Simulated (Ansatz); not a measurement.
Energy profile

The step: CH₅GaS ([CH3][GaH][SH]) → CH₃Ga ([CH3][Ga]) + H₂S; bonds formed: S2–H3; bonds broken: Ga1–S2, Ga1–H3 (atoms numbered as in the saddle structure below).

```
8
angstrom
Ga -0.1853 -0.8949 -0.4924
S 0.8203 1.2002 -1.6743
H 0.1440 -0.4290 -2.0366
C -0.6227 -0.2133 1.3082
H 1.9341 0.5364 -2.0210
H -1.2844 0.6507 1.2033
H 0.3000 0.1214 1.7880
H -1.1060 -0.9715 1.9246
```

Electronic energies by CCSD(T) at an estimated basis limit (MP2 extrapolated from triple and quadruple zeta, plus CCSD(T) − MP2 in triple zeta), on PBE0-D4/def2-TZVP structures; CH5GaS, singlet; no counterpoise correction. Ansatz 0.2.0; basis: def2-TZVPP and def2-QZVPP; cores frozen in the correlated methods. Filled d shells of the heavier atoms are correlated. The def2 sets are not built for correlating such inner shells, so the correlated values are less sure here. Extrapolation: Hartree–Fock as exp(−7.88 √X), correlation as X^−2.97.

Q: Give the profile in kcal/mol, counted from the start structure. (To be estimated.)

A: Computed:
```tsv
point	kcal/mol
start structure	0.00
saddle	57.12
end structure	36.13
separated: CH3Ga (linked as [CH3][Ga]; Ga1, C4, H6, H7, H8; singlet) + H2S (S2, H3, H5; singlet)	39.97
```

The T1 diagnostic stays at or below 0.016. The restricted Hartree–Fock reference is unstable towards an unrestricted one at one or more of these structures.

For scale, one of the runs: CCSD(T)/def2-TZVPP, 191 basis functions, launched by `ansatz run in.yaml --threads 4 --pin off --events-out ev --progress --plain --max-ram 9574MiB`. Time: 40 s of wall clock on 4 CPU threads of an Arm Neoverse V1; the host was shared. Peak host memory: 2 GiB.
